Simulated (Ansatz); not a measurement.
Consider the substitution at a C–C bond: `[CH3][Zn][CH2]C=O` + H₂S → `[CH3][Zn][CH2]S` + `C=O`.

Gas-phase electronic energies from Ansatz, PBE0-D4/def2-TZVP geometries. CCSD(T)/CBS adds triple-zeta CCSD(T) − MP2 to the extrapolated MP2 energy (def2 sets, frozen cores). This one scheme is used for every species. Functionals use def2-TZVPP. B3LYP here is the variant with VWN-RPA as its local correlation; programs differ in this. For Zn outer-core shells are correlated without core-valence functions, which leaves a few kJ/mol of doubt a bond. Scalar relativity is left out up to krypton. Each species was taken in one conformer, which may not be the lowest.

Task: Is it downhill or uphill in electronic energy at CCSD(T)/CBS, and by how much? (Estimate.)

Result: The calculation gave: Uphill: ΔE = +69.1 kJ/mol.

Task: What do these levels give: r2SCAN-D4, PBE, B3LYP, MP2/def2-TZVPP, HF/def2-QZVPP, MP2/def2-QZVPP? (An estimate is asked.)

Result: Computed: r2SCAN-D4 79.9, PBE 76.4, B3LYP 75.8, MP2/def2-TZVPP 72.8, HF/def2-QZVPP 74.7, MP2/def2-QZVPP 71.0 kJ/mol.

Largest T1 diagnostic among the species: 0.015.
